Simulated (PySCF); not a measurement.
# SMILES CB(C)C1=CC=C([O-])B1, [C6H9B2O]-, charge -1

Geometry (Å), atoms numbered from 1 in this order:
```xyz
18

C    -1.979   -1.230   -0.057
B    -1.086    0.114   -0.030
C    -1.883    1.513    0.000
C     0.411    0.080   -0.010
C     1.168   -1.143   -0.037
C     2.528   -1.009    0.005
C     2.886    0.383    0.067
O     4.045    0.829    0.114
B     1.446    1.179    0.060
H    -3.051   -1.039   -0.133
H    -1.710   -1.876   -0.895
H    -1.825   -1.821    0.848
H    -1.749    2.010    0.962
H    -2.958    1.410   -0.159
H    -1.505    2.203   -0.753
H     0.688   -2.118   -0.089
H     3.240   -1.826   -0.011
H     1.325    2.348    0.107
```

Total charge -1.

Method used: PySCF 2.14.0, quadratic response B3LYP/def2-SVPD first hyperpolarisability, Taylor convention, gas phase. Geometry: GFN2-xTB.

For a gas-phase anion, states above the detachment energy (about 1.0 eV, taken as minus the energy of the highest occupied orbital) lie in the continuum and depend on the basis.

Give β for the processes computed.

In au, Taylor convention; the vector part is βᵢ = ⅓ Σⱼ (βᵢⱼⱼ + βⱼᵢⱼ + βⱼⱼᵢ):
```csv
process,λ (nm),β vector norm,β HRS,depolarisation ratio
"static β(0;0,0)",∞,561.0,285.9,3.07
"second harmonic β(−2ω;ω,ω)",1550,327.5,297.6,1.59
"Pockels β(−ω;ω,0)",1550,537.8,–,–
"Pockels β(−ω;ω,0)",1064,466.6,–,–
```

Second harmonics within 0.3 eV of the first excitation or beyond it are left out.

Which lowest excitations and polarisabilities go with it?

S1 1.97 eV (f = 0.008); S2 2.19 eV (f = 0.000); S3 3.64 eV (f = 0.002); isotropic α 122.8 au static, 124.2 au at 1550 nm, 126.0 au at 1064 nm, 130.6 au at 775 nm.
